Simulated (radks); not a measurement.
Task: Coherent X-ray form factor from a spherical all-electron density. All-electron calculation, scalar-relativistic Kohn-Sham, PBE, spin-unpolarised, spherical densities, finite nucleus; Fermi nuclear charge, rms radius of each element as measured or else 0.836 A^(1/3) + 0.57 fm. Program: a radial shooting solver on a logarithmic mesh with Libxc functionals.

sin(theta)/lambda (1/angstrom),f0 (electrons)
0.05,20.489
0.1,19.218
0.15,17.656
0.2,16.084
0.25,14.592
0.3,13.208
0.4,10.864
0.5,9.161
0.6,8.014
0.8,6.670
1,5.741
1.25,4.647
1.5,3.655
2,2.291

The species is in the configuration that NIST lists as its ground one. Which atom or ion scatters so?

Result: The titanium ion Ti+, [Ar] 3d2 4s1. Extrapolating in s^2 from the first two rows gives f0(0) = 20.9, near the electron count 21; among species with that count, the fall with angle is slower the higher Z, and the table is that of Z = 22; from so few rows the species is fixed only to a neighbour or two.
